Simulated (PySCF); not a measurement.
# How methods differ on the excitation energy of Ti

Ti [Ar] 3d2 4s2 (3F) → Ti [Ar] 3d4 (5D), as a difference of total energies. Calculation: PySCF 2.14, in def2-QZVPPD (11s6p5d3f2g, 93 functions); the non-relativistic Hamiltonian (point nucleus). Correlated levels: valence: [Ar] frozen. The calculations carry no spin-orbit coupling.

```
           method  excitation energy (eV)
              UHF                   4.364
    MP2 (valence)                   3.804
SCS-MP2 (valence)                   4.894
   CCSD (valence)                   3.887
CCSD(T) (valence)                   3.822
```

Problem. How much does correlation contribute at CCSD(T) (valence)?

Solution. 3.822 − (4.364) = -0.542 eV, measured against UHF.

The coupled-cluster amplitudes are large for the upper state (T1 above 0.03 or a double amplitude above 0.15), so a single reference is strained.
